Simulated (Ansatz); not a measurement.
This geometry of ClF2H3NOTa + ClH (11 atoms, charge 0, multiplicity 1) is a first-order saddle point.

The calculation used RKS PBE/def2-SVP (Ansatz 0.2.0).

```xyz
11
Properties=species:S:1:pos:R:3
Ta 0.096 0.157 0.027
O 2.031 -0.205 0.397
H 2.383 -0.811 1.076
Cl -0.326 -0.300 2.318
F 0.498 0.904 -1.665
N -1.406 1.449 0.155
H -1.846 1.776 1.021
H -1.626 2.089 -0.618
F -0.624 -1.437 -0.643
Cl 1.790 2.607 0.818
H 2.359 1.382 0.705
```

(1) Which two structures does it join? (They come from a converged band through this point; their orientation in space is the band's.)

(2) How far does it lie above each of them?

Answers

(1) Bonds broken: Cl10–H11. Bonds formed: Ta1–Cl10, O2–H11. ClF2H3NOTa + ClH becomes Cl2F2H4NOTa.

Image 0:

```xyz
11
Properties=species:S:1:pos:R:3
Ta -0.082 -0.143 0.008
O 1.759 0.009 0.608
H 2.099 -0.259 1.483
Cl -0.710 -0.964 2.138
F 0.387 0.635 -1.652
N -1.255 1.406 0.307
H -1.759 1.608 1.176
H -1.325 2.180 -0.364
F -0.812 -1.664 -0.848
Cl 2.595 3.055 0.352
H 2.432 1.750 0.383
```

Image 8:

```xyz
11
Properties=species:S:1:pos:R:3
Ta 0.143 0.736 0.224
O 2.304 -0.156 0.334
H 2.416 -1.101 0.555
Cl -0.268 0.213 2.502
F 0.340 1.125 -1.623
N -1.664 1.492 0.095
H -2.339 1.560 0.863
H -2.045 1.882 -0.775
F -0.021 -1.117 -0.220
Cl 1.508 2.606 0.800
H 2.956 0.373 0.837
```

(2) 15.4 kJ/mol above the first and 88.5 kJ/mol above the second. This is the barrier of this one path; another mechanism may lie lower. The orbitals stay closed-shell, which can raise the energy where a bond breaks towards radicals; this wasn't checked here.

The run took 4.5 min on 4 threads of Arm Neoverse V2, on a shared host, peak memory 0.23 GiB.
